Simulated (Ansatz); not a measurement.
Born–Oppenheimer molecular dynamics of AlFH6O2Si (11 atoms, charge 0, multiplicity 1). It starts at the highest image of a converged band. Of that band: The profile has 2 maxima (images 1, 5) with wells between them (image 2): this band takes more than one step, which may be the mechanism or a detour left from its start path. Neighbouring images differ by up to 1.5 eV, so the band resolves the path poorly. A vibrational analysis at the climbing image gives one clearly imaginary mode, 615i cm⁻¹: a first-order saddle point.

All numbers below come from RKS B3LYP-D4/def2-SVP in Ansatz 0.2.0.

```yaml
ensemble: NVE (velocity Verlet)
time_step: 0.5 fs
steps_asked: 200
starting_velocities_drawn_for: 100 K
seed: 9199
```

First frame:

```xyz
11
Properties=species:S:1:pos:R:3
Al 0.099 0.095 0.046
F -0.036 -0.410 1.866
O 1.668 -0.324 -0.448
H 1.902 -0.650 -1.321
O -1.267 -0.305 -0.879
H -2.186 -0.063 -0.747
Si 0.040 2.518 0.974
H 0.957 3.042 2.032
H 0.530 3.066 -0.333
H -1.324 3.080 1.210
H -0.001 0.668 1.854
```

(1) How far do the bonds stretch over the last three quarters of this one trajectory? (Pairs bonded in most of those frames.)

Answers

(1) 
| bond | mean (Å) | spread (Å) | shortest | longest |
| --- | --- | --- | --- | --- |
| Al1–F2 | 1.665 | 0.029 | 1.61 | 1.72 |
| Al1–O3 | 1.700 | 0.023 | 1.66 | 1.74 |
| Al1–O5 | 1.693 | 0.033 | 1.63 | 1.74 |
| O3–H4 | 0.964 | 0.001 | 0.96 | 0.97 |
| O5–H6 | 0.960 | 0.009 | 0.94 | 0.98 |
| Si7–H8 | 1.497 | 0.017 | 1.47 | 1.54 |
| Si7–H9 | 1.491 | 0.006 | 1.48 | 1.51 |
| Si7–H10 | 1.491 | 0.012 | 1.47 | 1.51 |
| Si7–H11 | 1.515 | 0.098 | 1.37 | 1.67 |

Pairs bonded in part of these frames only: Al1–Si7 7 %.

Mean temperature of the second half: 1211 K. The conserved energy stayed within 0.34 meV per atom of its start (net change 0.038 meV per atom), so the integration is sound. The kinetic energy rose, since the run started high on the potential surface and went downhill. It ends in pieces (AlFH2O2 + H4Si), so much of that is their flight and rotation, not heat. A run of 0.1 ps of so small a system gives no equilibrium averages. The orbitals stay closed-shell, which can raise the energy where a bond breaks towards radicals; this wasn't checked here.

The run took 7.4 min on 2 threads of Arm Neoverse V2 (shared host), peak memory 0.23 GiB.
